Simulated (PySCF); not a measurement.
## Energy of Cr (chromium, neutral) between two integer charges

The 4s alpha orbital of [Ar] 3d5 4s1 is emptied in steps (occupation f), with all orbitals relaxed, ending at [Ar] 3d5. Computed with PySCF 2.14 in aug-cc-pVDZ (7s6p4d2f, 59 functions), with no relativity, point nucleus. The exact energy is a straight line in f; departures are measured from the line between the end points of the same method.

| f | BHandHLYP (eV) | wB97X (eV) | BLYP (eV) |
| --- | --- | --- | --- |
| 1 | 0.000 | 0.000 | 0.000 |
| 0.8 | -0.216 | -0.015 | -0.470 |
| 0.6 | -0.325 | -0.020 | -0.711 |
| 0.4 | -0.325 | -0.014 | -0.715 |
| 0.2 | -0.217 | -0.005 | -0.479 |
| 0 | 0.000 | 0.000 | 0.000 |

Q: For BHandHLYP, how does the orbital energy at f = 1 compare with the removal energy?

A: −ε = 5.129 eV against a total-energy difference of 6.475 eV. By Janak's theorem ε = ∂E/∂f, so the gap between them reflects the curvature. Along the path −ε is 5.662 (f = 0.8), 6.202 (f = 0.6), 6.745 (f = 0.4), 7.288 (f = 0.2) eV.

```csv
method,E(f=0) − E(f=1) (eV),−ε at f=1 (eV),−ε at f=0.4 (eV)
BHandHLYP,6.475,5.129,6.745
wB97X,6.362,6.257,6.405
BLYP,7.086,4.170,7.662
```

Reference removal energy between the ground levels: 6.767 eV (measured; NIST Atomic Spectra Database, ionization energies).
